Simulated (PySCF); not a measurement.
Gas-phase reaction: ZnH2 + Cl2 ⇌ ZnCl2 + H2

Energies from PySCF, thermal terms from the rigid-rotor harmonic-oscillator model, ideal gas at 1 bar. † marks an energy on the PBE0/def2-TZVP geometry and frequencies; other levels use their own. CCSD(T) freezes the core. 6-31G* has spherical d functions here. All species are closed-shell singlets. B3LYP is the form with VWN-RPA correlation. Zn: all electrons, no relativistic terms. ZnH2: computed as isolated molecules; such fragments, hydroxides, amides, oligomers or adducts are transient or little studied in the gas. CCSD(T) isn't extrapolated to the basis-set limit; its ΔH°(298 K) is -425.1 kJ in def2-SVP and -412.2 kJ in def2-TZVPP. The harmonic model lacks anharmonicity and excited electronic states, which grow with temperature; levels with a mode under 35 cm⁻¹ are left out. Soft modes under 120 cm⁻¹ make the harmonic entropy rough for ZnCl2.

| level | ΔE electronic, kJ | ΔH°(298 K), kJ | ΔS°(298 K), J/K | ΔG°(1600 K), kJ |
|---|---|---|---|---|
| B3LYP/def2-TZVP† | -400 | -397 | -16 | -382 |
| BLYP/def2-TZVP† | -381 | -378 | -16 | -363 |
| CCSD(T)/def2-SVP† | -428 | -425 | -16 | -410 |
| HF/6-31G* | -494 | -488 | -15 | -474 |
| PBE/def2-TZVP† | -387 | -384 | -16 | -369 |
| PBE0/def2-QZVP† | -413 | -410 | -16 | -395 |
| LDA/def2-TZVP† | -385 | -382 | -16 | -367 |
ΔH° is lowest at HF/6-31G* and highest at BLYP/def2-TZVP†. No reference value is set beside these.
